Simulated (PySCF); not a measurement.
# Electron correlation in Xe (xenon, neutral)

[Xe], closed-shell 1S. All numbers are calculated (PySCF 2.14, scalar relativity by spin-free X2C-1e, in x2c-QZVPPall (13s9p7d4f1g, 112 functions)). Frozen: [Kr] 4d10; 8 electrons correlated.

```
  level  correlation energy (mhartree)
   CCSD                        -182.64
    (T)                          -6.60
CCSD(T)                        -189.24
```

Diagnostics: T1 = 0.0029, D1 = 0.0074, largest double amplitude 0.039.

Cost of the coupled-cluster step: roughly 9 core-seconds, for 8 correlated electrons.

Iterations:

```
CC2 = 0
CCSD nocc = 4, nmo = 89
frozen orbitals [0, 1, 2, 3, 4, 5, 6, 7, 8, 9, 10, 11, 12, 13, 14, 15, 16, 17, 18, 19, 20, 21, 22]
max_cycle = 100
direct = 0
conv_tol = 1e-08
conv_tol_normt = 1e-06
diis_space = 8
diis_start_cycle = 0
Init t2, MP2 energy = -7443.72978182066  E_corr(MP2) -0.166594785559444
Init E_corr(CCSD) = -0.166594785591002
cycle = 1  E_corr(CCSD) = -0.178921895684896  dE = -0.0123271101  norm(t1,t2) = 0.0242703
cycle = 2  E_corr(CCSD) = -0.181833781570919  dE = -0.00291188589  norm(t1,t2) = 0.00654967
cycle = 3  E_corr(CCSD) = -0.18262157073019  dE = -0.000787789159  norm(t1,t2) = 0.00189908
cycle = 4  E_corr(CCSD) = -0.182656655910855  dE = -3.50851807e-05  norm(t1,t2) = 0.000239898
cycle = 5  E_corr(CCSD) = -0.18264141944392  dE = 1.52364669e-05  norm(t1,t2) = 5.62865e-05
cycle = 6  E_corr(CCSD) = -0.182641321180946  dE = 9.82629742e-08  norm(t1,t2) = 9.00604e-06
cycle = 7  E_corr(CCSD) = -0.182641522817852  dE = -2.01636906e-07  norm(t1,t2) = 2.14925e-06
cycle = 8  E_corr(CCSD) = -0.182641488920397  dE = 3.38974546e-08  norm(t1,t2) = 4.05456e-07
cycle = 9  E_corr(CCSD) = -0.182641488512346  dE = 4.0805101e-10  norm(t1,t2) = 5.4428e-08
CCSD converged
E(CCSD) = -7443.745828523617  E_corr = -0.182641488512346
CCSD(T) correction = -0.00659508110022213
```
